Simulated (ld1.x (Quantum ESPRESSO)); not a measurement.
**Transferability test, TM potential for oxygen**

```json
{
 "Element": "O",
 "Generator": "ld1.x (Quantum ESPRESSO) 7.5",
 "Type": "norm-conserving Troullier–Martins (Kleinman–Bylander form)",
 "Functional": "PBEsol",
 "Relativity": "scalar-relativistic",
 "Frozen core": "[He]",
 "Valence charge": "6",
 "Reference configuration": "2s2 2p3.5 (charge +0.5)",
 "Partial waves": "2p (bound): rc 2.00 bohr; 2s (bound): rc 0.96 bohr",
 "Local potential": "the s channel",
 "Core correction": "a·sin(br)/r model core, default radius (core density twice the valence density)"
}
```

Energies are relative to the spin-unpolarised reference configuration 2s2 2p3.5; without spin polarisation the order of configurations can differ from experiment.

```csv
valence configuration,charge,ΔE all-electron (eV),error AE − PS (meV)
2s2 2p4,0,-6.254,+9.9
2s2 2p2,+2,43.583,+416
2s2 2p0,+4,173.935,+5481
2s1 2p5,0,8.601,+68
2s0 2p6,0,23.494,+106
```

Problem. What are ΔE and the potential's error for 2s2 2p1?

Solution. ΔE = 97.290 eV all-electron; the error (AE − PS) is +1894 meV.

Problem. What are ΔE and the potential's error for 2s2 2p3?

Solution. ΔE = 10.106 eV all-electron; the error (AE − PS) is +24 meV.

Levels in the configuration 2s1 2p5:

```tsv
level	all-electron (eV)	pseudo (eV)
2s	-24.273	-24.342
2p	-9.399	-9.516
```
